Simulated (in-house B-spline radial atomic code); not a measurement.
LC-wPBE excitations of Ar IX (Ar8+)

Method: LC-wPBE. Computed with an all-electron radial atomic-structure program (B-spline basis): linear response of the closed shell [He] 2s2 2p6 with the functional's adiabatic kernel; non-relativistic, point nucleus, no spin-orbit coupling, no double excitations, S, P, D and F terms only. Only terms of natural parity with L up to 3 were computed.

Command:
```bash
python run_td.py task.json out
```
Settings (radii: box in bohr, nucleus in fm):
```
Z                        18
electrons                10
configuration            [He] 2s2 2p6
hamiltonian              nr
method                   lc_wpbe
box_radius               11.59
intervals                50
```

Time taken, with all properties: 0.2 s on 1 thread of Intel(R) Xeon(R) Platinum 8559C (Emerald Rapids), with other jobs on the host.

The lowest states, in the order of their Tamm-Dancoff energies; the method's threshold (minus the highest occupied level) is 400.94 eV. Labels give the largest channel, * marks a mixed state, and oscillator strengths are full-response dipole values. Semilocal kernels can invert the small singlet-triplet splittings of Rydberg terms. Energies in eV:

```tsv
state	full response	Tamm-Dancoff	oscillator strength
2p → 3s 3P	241.85	241.86	-
2p → 3s 1P	243.50	243.53	0.188
2p → 3p 3S	?	?	-
2p → 3p 3D	258.57	258.58	-
2p → 3p 1D	259.90	259.90	-
2p → 3p 1S	269.24	269.87	-
2p → 3d 3P	281.56	281.58	-
2p → 3d 3F	281.87	281.89	-
2p → 3d 1F	282.98	282.98	-
2p → 3d 1P	?	?	?
```

Task: Where does 2p → 3d 1P lie?

Result: At 287.56 eV in full response, 287.74 eV in Tamm-Dancoff, oscillator strength 1.73.

Task: Where does 2p → 3p 3S lie?

Result: At 257.36 eV in full response, 257.39 eV in Tamm-Dancoff.

Task: How large is the singlet-triplet splitting of 2p → 3s (P terms) in Tamm-Dancoff?

Result: 1.67 eV, from the unrounded values.

Task: What polarisabilities and dispersion coefficient does the method give?

Result: Dipole 0.03843 bohr³, quadrupole 0.01158 bohr⁵, C6 0.0143 hartree·bohr⁶ for two such species.
